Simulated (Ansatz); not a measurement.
Z-matrix (Å, degrees):
```
B
C 1 1.5682
H 2 1.0922 1 115.22
H 2 1.0945 3 109.32 1 128.15
H 2 1.1001 3 107.06 4 113.34
C 1 1.5683 2 120.03 3 164.94
H 6 1.0922 1 115.14 2 10.75
H 6 1.0947 7 109.22 1 -127.44
H 6 1.0997 7 107.19 8 -113.31
C 1 1.5692 2 119.69 3 -14.13
H 10 1.0919 1 115.45 2 -170.25
H 10 1.0957 11 108.93 1 -126.30
H 10 1.0989 11 107.70 12 -113.09
```
Charge 0, spin multiplicity 1.

All values below come from Ansatz (a first-principles code) with frozen-core CCSD(T)/cc-pVTZ // PBE0-D4/def2-TZVP.

```json
{
  "HF energy": "-143.59613 Ha",
  "MP2 correlation energy": "-0.64058 Ha"
}
```

### Question
Estimate the CCSD correlation energy, the (T) correction, the total energy and the T1 diagnostic.

### Answer

| Quantity | Result |
|---|---|
| CCSD correlation energy | -0.69175 Ha |
| (T) correction | -0.02552 Ha |
| CCSD(T) total energy | -144.31340 Ha |
| T1 diagnostic | 0.009 |
